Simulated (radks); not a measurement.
Q: Spherical jellium clusters: N electrons in a uniform positive sphere of charge N and radius rs N^(1/3), rs = 3.1 bohr. Method: non-relativistic Kohn-Sham, LDA (Slater exchange, Perdew-Wang correlation), spin-polarised, spherical densities; computed with a radial shooting solver with Libxc functionals. Levels are named by radial order and angular momentum (1s, 1p, 1d, 2s, ...), and open shells are averaged over m. At N = 13 the configuration is 1s2 1p6 1d(up 5, down 0). The background grows by one charge. Does electron 14 go into 2s up or 1d down or 2s down?

A: Into 1d down. The total energies of the other choices lie higher by 0.0128 eV (2s up), 0.355 eV (2s down).
